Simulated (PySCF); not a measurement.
SMILES Cl[SiH2][SeH] (H3ClSeSi) (PBE0/def2-SVP optimised geometry):

```
6

Cl     1.485    -0.660     0.000
Si    -0.585    -0.660     0.000
Se    -1.485     1.424     0.000
H     -1.019    -1.424    -1.200
H     -1.062    -1.286     1.261
H     -1.080     1.683    -1.391
```

Method: PySCF with PBE0/def2-TZVP.

Q: What are the frontier orbital energies and the dipole moment?

A: HOMO-2 -9.12 eV, HOMO-1 -8.84 eV, HOMO -7.46 eV, LUMO -0.39 eV, LUMO+1 -0.11 eV; dipole moment 1.04 D.

Meta-Löwdin charges at PBE0/def2-TZVP: Cl1 -0.30, Si2 0.57, Se3 -0.20, H4 -0.08, H5 -0.08, H6 0.08.
